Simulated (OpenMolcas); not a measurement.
Au5+ among 4 point charges of -1.5 e arranged as a square (D4h).

| Item | Value |
| --- | --- |
| Program | OpenMolcas |
| Method | CASSCF |
| Basis | ANO-RCC-VDZP [7s6p4d2f] |
| Scalar Hamiltonian | DKH2, point nucleus |
| Active space | 6 electrons in 5 orbitals (5d) |
| State averaging | 2S+1 = 5 even, 5 roots; 2S+1 = 3 even, 45 roots; 2S+1 = 1 even, 50 roots |
| Spin-orbit coupling | RASSI with atomic mean-field integrals over the reference wave functions |

All point charges move together. At R = 2.05 Å the first state of the same spin is 2209 cm-1, and at R = 2.41 Å it is 1446 cm-1.

**Question.** A third run gives 1949 cm-1. What distance was it run at?

**Answer.** With a power law R^-n the two known points give n = -ln(1446 / 2209) / ln(2.41 / 2.05) = 2.62. Then R = 2.05 × (2209 / 1949)^(1/2.62) = 2.150 Å. The run was at 2.15 Å, so the estimate is off by 0 Å.

Without dynamic correlation the repulsion within the d shell is too large (B by tens of per cent), so at a given field states of lower spin stand too high. Point charges give a weaker field than real ligands, and real ions of this kind are as a rule low spin; the high spin found here belongs to the model. Spin-orbit coupling mixes the spin-free states strongly: the lowest level takes only 49 % from its leading state, 5A1 (figures for R = 2.05; the like holds for R = 2.15, R = 2.41). Point charges carry no covalency, so the field is a model and not that of real ligands. A group larger than the point group allows holds several states that coincide in this model. No measured value stands beside these numbers.
